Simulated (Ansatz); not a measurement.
Basis-set extrapolation for CH4FNSSi (`N[Si]1(F)CS1`) (PBE0-D4/def2-TZVP geometry, frozen core, Ansatz 0.2.0). Multiplicity 1, RHF reference.

|  | def2-TZVPP | def2-QZVPP |
| --- | --- | --- |
| HF | -880.766699 | -880.796400 |
| MP2 correlation | -0.913954 | -0.989976 |
| CCSD(T) correlation | -0.985043 | not run |

Energies in hartree. Use E(X) = E(∞) + A·exp(−7.88·√X) for Hartree–Fock and E(X) = E(∞) + B·X^(−2.97) for correlation, with X = 3 and 4, and add CCSD(T) minus MP2 of the smaller set to the MP2 limit.

Problem. What is the CCSD(T) energy at the basis-set limit?

Solution. HF limit: -880.796400 + (-0.029701) × 0.13774 = -880.80049. MP2 limit: -0.989976 + (-0.076022) × 0.74074 = -1.04629. Higher-order term: -0.985043 − (-0.913954) = -0.07109. Total: -881.91787 hartree, 104.2 kcal/mol below CCSD(T)/def2-TZVPP.
